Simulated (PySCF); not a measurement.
## Excitation energy of In⁺ by level of theory

In⁺ [Kr] 4d10 5s2 (1S) → In⁺ [Kr] 4d10 5s1 5p1, s spin flipped, as a difference of total energies. All numbers are calculated (PySCF 2.14, scalar relativity through the core potential, in aug-cc-pVTZ-PP with ECP28MDF (6s5p4d2f, 55 functions)). Correlated levels: valence: 4s2 4p6 4d10 frozen. The calculations carry no spin-orbit coupling.

```tsv
method	excitation energy (eV)
UHF	5.940
MP2 (valence)	6.028
SCS-MP2 (valence)	6.046
```

Problem. How much does correlation contribute at MP2 (valence)?

Solution. 6.028 − (5.940) = 0.088 eV, measured against UHF.

The upper determinant mixes two multiplicities, so it lies between the two terms.

The coupled-cluster amplitudes are large for the upper state (T1 above 0.03 or a double amplitude above 0.15), so a single reference is strained.
